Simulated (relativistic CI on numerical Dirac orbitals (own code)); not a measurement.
Computed by Dirac-Coulomb-Breit CI, KLI orbitals optimised for each configuration, model QED, unscaled Slater integrals (own radial code, finite nucleus).

Configuration list (outside the closed core [Ne]): 3s²3p⁶, 3s²3p⁵3d, 3s3p⁶3d, 3s²3p⁵4s, 3s²3p⁵4p, 3s²3p⁵4d, 3p⁶3d4p, 3s3p⁶4s, 3s²3p⁵4f, 3s3p⁶4p, 3s3p⁶4d, 3s3p⁶4f, 3s²3p⁵5s, 3s²3p⁵5p, 3s²3p⁵5d, 3s²3p⁵5f, 3s²3p⁵5g, 3s3p⁶5s, 3s3p⁶5p, 3s3p⁶5d, 3s3p⁶5f, 3p⁶3d², 3p⁵3d³, 3p⁵3d²4s, 3p⁵3d²4p, 3p⁵3d²4d, 3p⁶3d4s, 3p⁵3d4s², 3p⁵3d4s4p, 3p⁵3d4s4d, 3p⁶4s², 3p⁵4s²4p, 3p⁵4s²4d. Double excitations out of closed p, d and f shells are left out; levels of such configurations are missing from the list, as are those of other unlisted configurations, and high levels can miss mixing partners. These lack a partner that the ground configuration has and come out too high: 3s²3p⁵4f, 3s²3p⁵5s, 3s²3p⁵5p, 3s²3p⁵5d, 3s²3p⁵5f.

At this charge energies of transitions that change n are usually good to better than 1 %, and those within a shell (Δn = 0) to a few per cent.

Outline of the computed level scheme of Pm XLIV. Lowest level of each configuration: 3s²3p⁶ ¹S0 at 0.00 eV; 3s²3p⁵3d ³P°0 at 184.04 eV; 3s3p⁶3d ³D1 at 494.58 eV; 3p⁶3d² ³F2 at 1002.59 eV; 3p⁵3d³ ⁵F°2 at 1186.30 eV.

Some strong electric-dipole decays among the lowest 45 levels: 3s²3p⁵3d ¹P°1 → 3s²3p⁶ ¹S0 (1.7e+12 s⁻¹); 3s3p⁶3d ³D2 → 3s²3p⁵3d ³F°3 (7.5e+11 s⁻¹); 3s3p⁶3d ³D3 → 3s²3p⁵3d ³F°4 (7.1e+11 s⁻¹); 3s3p⁶3d ³D1 → 3s²3p⁵3d ³D°2 (4.4e+11 s⁻¹); 3s3p⁶3d ³D1 → 3s²3p⁵3d ³P°1 (4.0e+11 s⁻¹); 3s²3p⁵3d ³D°1 → 3s²3p⁶ ¹S0 (4.0e+11 s⁻¹); 3s3p⁶3d ³D2 → 3s²3p⁵3d ³D°2 (2.5e+11 s⁻¹); 3s3p⁶3d ³D1 → 3s²3p⁵3d ³P°0 (1.9e+11 s⁻¹).

LS names give the leading component of a level, which can be under half, so a name can repeat, a term be missing and a line seem to break the LS rules.
